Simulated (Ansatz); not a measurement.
Which isomer of CH3FTe gives these data?

These gas-phase data were calculated for one isomer of CH3FTe at BLYP-D3(BJ)/def2-SVP (harmonic, unscaled wavenumbers; equilibrium rotational constants with average atomic masses):

| Property | Result |
| --- | --- |
| rotational constants | 8.682, 6.042, 3.649 GHz |
| all wavenumbers above 1500 cm⁻¹ | 3106, 3081, 2974 |

Candidates:

(1) `FC[TeH]`, a singlet
(2) `C[Te]F`, a singlet

Question: Which candidate do the data belong to?

Answer: Candidate (2). 3 modes lie between 2750 and 3290 cm⁻¹, one for each C–H bond, while (1) has 2.

The same quantities for all candidates:

|  | rotational constants (GHz) | wavenumbers above 1500 cm⁻¹ | E above the lowest, BLYP-D3(BJ)/def2-SVP (kcal/mol) |
| --- | --- | --- | --- |
| (1) | 32, 2.598, 2.507 | 3051, 2972, 2022 | 6.5 |
| (2) | 8.682, 6.042, 3.649 | 3106, 3081, 2974 | 0.0 |

Each candidate is one conformer. Atoms past krypton carry core potentials. Programs: Ansatz 0.2.0.
